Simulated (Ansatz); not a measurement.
AlH6N3, SMILES `[NH2][Al]([NH2])[NH2]`, 10 atoms. Total charge 0; spin multiplicity 1. All runs use 4 threads of an Arm Neoverse V1 on a shared host. Correlated methods freeze the cores. Open-shell runs search over several starts.

**Question.** How many basis functions does each run have, and how long does it take in Ansatz? RHF-CCSD(T)/def2-TZVPP energy; UKS ωB97M-V/def2-TZVPP energy of the cation; RKS PBE0-D4/def2-TZVP frequencies; RKS LC-ωPBE/def2-TZVPP energy; RKS PBE0-D4/def2-SVP energy; RKS SPW92 (LDA)/def2-TZVPP energy; UKS PBE-D4/def2-TZVPP energy of the cation; RKS PBE0-D4/def2-QZVPP energy; UHF-MP2/def2-QZVPP energy of the cation; RKS r2SCAN-D4/def2-TZVPP energy and forces; UKS ωB97X-V/def2-TZVPP energy of the cation; RHF-CCSD(T)/def2-SVP energy. (An estimate is asked.)

**Answer.** The calculation gave: Other jobs shared the machine, so times are rough.

```csv
level,job,functions,wall time,peak host memory (GiB)
RKS PBE0-D4/def2-SVP,energy,90,0.7 s,0.19
RKS SPW92 (LDA)/def2-TZVPP,energy,219,0.85 s,0.24
RKS LC-ωPBE/def2-TZVPP,energy,219,1.6 s,0.34
RHF-CCSD(T)/def2-SVP,energy,90,1.8 s,0.33
RKS r2SCAN-D4/def2-TZVPP,energy and forces,219,2.9 s,0.28
RKS PBE0-D4/def2-QZVPP,energy,421,4.4 s,1.1
UKS PBE-D4/def2-TZVPP,energy of the cation,219,8.5 s,0.52
RHF-CCSD(T)/def2-TZVPP,energy,219,47 s,3.4
UKS ωB97X-V/def2-TZVPP,energy of the cation,219,50 s,1.1
RKS PBE0-D4/def2-TZVP,frequencies,166,72 s,0.39
UHF-MP2/def2-QZVPP,energy of the cation,421,72 s,2.1
UKS ωB97M-V/def2-TZVPP,energy of the cation,219,3.1 min,1.1
```

LC-ωPBE has ω = 0.4 bohr⁻¹.
